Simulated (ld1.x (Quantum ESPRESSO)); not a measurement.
**Scattering properties, ultrasoft potential for phosphorus**

```json
{
 "Element": "phosphorus",
 "Generator": "ld1.x (Quantum ESPRESSO) 7.5",
 "Type": "ultrasoft",
 "Functional": "PBE",
 "Relativity": "scalar-relativistic",
 "Frozen core": "[Ne]",
 "Valence charge": "5",
 "Reference configuration": "3s2 3p3",
 "Partial waves": "3s (bound): rcut 1.35, rcutus 1.75 bohr; 3s channel at 4.1 Ry: rcut 1.35, rcutus 1.75 bohr; 3p (bound): rcut 1.75, rcutus 1.90 bohr; 3p channel at 1.25 Ry: rcut 1.75, rcutus 1.90 bohr; 3d channel at 0.1 Ry: rcut 1.60, rcutus 1.70 bohr; 3d channel at 2.85 Ry: rcut 1.60, rcutus 1.70 bohr",
 "Local potential": "all-electron potential smoothed inside 1.30 bohr (lloc = -1)",
 "Core correction": "a·sin(br)/r model core inside 0.85 bohr",
 "Augmentation charge": "PSQ, inside the norm-conserving radii"
}
```

The phase is arctan(r·u′/u) with u = r·R(r), unwrapped; energies in Ry, scanned from -3 to 5 Ry. A pole is an energy at which the radial function vanishes at the test radius. The pseudo phase is shifted by a multiple of π to meet the all-electron one at the reference energy, and phase errors are pseudo minus all-electron; the curves can meet again beyond the range given. Levels narrower than the energy grid can be missing from the lists of poles.

Q: For each channel, where are the poles, and over which energies does the pseudopotential scatter like the atom?

A:

```tsv
channel	radius (bohr)	reference energy (Ry)	poles, all-electron	poles, pseudo	unbroken range about the reference energy with phases within 0.05 rad	phase error 1 Ry above the reference energy (rad)
s	2.06	-1.03	0.95	0.95	the whole range	-0.000
p	2.06	-0.40	2.01	2.01	the whole range	+0.000
d	2.06	0.10	3.05	3.05	the whole range	+0.000
```

Phases in the s channel:

```
E (Ry)  all-electron  pseudo
 -3.00         1.127   1.126
 -2.52         1.012   1.011
 -2.04         0.781   0.780
 -1.56         0.221   0.220
 -1.08        -0.681  -0.681
 -0.60        -1.169  -1.169
 -0.12        -1.377  -1.377
  0.36        -1.487  -1.487
  0.84        -1.557  -1.558
  1.32        -1.610  -1.610
  1.80        -1.653  -1.653
  2.28        -1.693  -1.694
  2.76        -1.734  -1.734
  3.24        -1.780  -1.780
  3.72        -1.835  -1.835
  4.20        -1.908  -1.908
  4.68        -2.018  -2.018
```
